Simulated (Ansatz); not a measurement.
Isomers of C2H6S2Si, relaxed with PBE0-D4/def2-TZVP in Ansatz; electronic energies, one conformer each and not always the lowest. Functionals use def2-TZVPP; CBS adds triple-zeta CCSD(T) − MP2 to the MP2 limit of def2-TZVPP and def2-QZVPP.

(1) Order them by energy at frozen-core CCSD(T)/CBS, lowest first. (Best estimate.)
A. `C1[SiH2]SCS1`
B. `C[SiH]1CSS1`
C. `CC1(S)[SiH2]S1`

(2) How do PBE0-D4, B3LYP, HF/CBS(def2), B3LYP-D4 place them (kJ/mol, against `C[SiH]1CSS1`)? (Best estimate.)

Results:

(1) B (0.0 kJ/mol), A (17.3 kJ/mol), C (103.3 kJ/mol).

(2) The calculation gave: 
```csv
isomer,PBE0-D4,B3LYP,HF/CBS(def2),B3LYP-D4
`C1[SiH2]SCS1`,17.9,21.3,14.2,18.7
`CC1(S)[SiH2]S1`,106.7,105.5,111.1,104.2
```

B3LYP here is the variant with VWN-RPA as its local correlation; programs differ in this.
